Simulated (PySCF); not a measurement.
## Working out the ionisation energy of Se¹⁷⁺

Se¹⁷⁺ [Ne] 3s2 3p5 (2P) → Se¹⁸⁺ [Ne] 3s2 3p4 (3P). All numbers are calculated (PySCF 2.14, the spin-free X2C one-electron Hamiltonian (Gaussian nucleus), in an even-tempered Gaussian basis (19 s from 1.4 bohr⁻², ratio 2.5; 12 p from 1.8 bohr⁻², ratio 2.5; 5 d from 10 bohr⁻², ratio 2.7; 4 f from 16 bohr⁻², ratio 2.7)). Frozen: 1s2; the 22 highest virtual orbitals dropped. Energies in hartree (1 hartree = 27.21139 eV):

```
             part  Se¹⁷⁺ (lower)  Se¹⁸⁺ (upper)
              UHF   -2275.779827   -2250.262653
MP2 opposite-spin      -0.417050      -0.391402
    MP2 same-spin      -0.157066      -0.145859
```

Problem. What does Hartree-Fock give?

Solution. (-2250.262653) − (-2275.779827) = 25.517174 hartree = 694.358 eV.

Problem. What do MP2 and SCS-MP2 (6/5 opposite-spin, 1/3 same-spin) give?

Solution. The opposite-spin parts differ by 0.698 eV and the same-spin parts by 0.305 eV. MP2: 694.358 + (0.698) + (0.305) = 695.361 eV. SCS-MP2: 694.358 + 1.2 × (0.698) + (0.305)/3 = 695.297 eV.

Reference: 693.4 ± 0.7 eV (semi-empirical (NIST evaluation); NIST Atomic Spectra Database, ionization energies), between the lowest levels; spin-orbit coupling is absent from the calculation.

What remains against the reference includes basis incompleteness, the frozen core and correlation beyond second order.
